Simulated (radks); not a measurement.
Q: Species: Pr35+. Configuration: [Ar] 3d6. All-electron calculation, non-relativistic Kohn-Sham, LB94 model potential, spin-polarised, spherical densities, point nucleus; open shells are filled with parallel spins first (spin-orbit coupling, left out, can overturn this in heavy ions); relativity is left out, which matters for an element this heavy. Program: a radial shooting solver on a logarithmic mesh with Libxc functionals. Some entries of the table are withheld. Estimate them.

orbital,occ.,eigenvalue (eV),r(max) (bohr)
1s down,1,-41479.49,0.01705
1s up,1,-41478.98,0.01705
2s up,1,-7828.036,0.09349
2s down,1,-7826.366,0.09346
2p up,3,-7512.961,0.07285
2p down,3,-7512.915,0.07284
3s up,1,-2767.607,0.2564
3s down,1,-2752.256,0.2567
3p up,3,(1),0.2423
3p down,3,(2),0.2426
3d up,5,-2405.438,0.1914
3d down,1,-2389.715,0.1910

A: 
(1) 3p up eigenvalue (eV): -2636.197
(2) 3p down eigenvalue (eV): -2620.080
